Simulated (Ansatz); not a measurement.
Ansatz (a program for electronic structure) input:
A basis named .json is the Basis Set Exchange file of that set.

Ansatz 0.2 input:
```yaml
crystal:
  periodic: [false, false, false]
  atoms:
    - {symbol: Si, position_ang: [1.46928937, -0.47631044, -0.20572601]}
    - {symbol: O, position_ang: [1.74412362, -0.07825542, -1.66767646]}
    - {symbol: Br, position_ang: [-0.98637257, 0.20841113, 0.46347359]}
basis:
  gaussian:
    orbitals: def2-TZVPPD.json
    fitting: {mean_field: def2-universal-jkfit, correlation: def2-TZVPPD-RIFIT.json}
total_charge: -1
magnetization: {spin_polarized: false}
correlation: {method: mp2, electrons: outside_noble_gas}
```

Problem. Predict the final energy.

Solution. -2936.87872 Eh (RI-MP2/def2-TZVPPD). The basis has 145 functions.
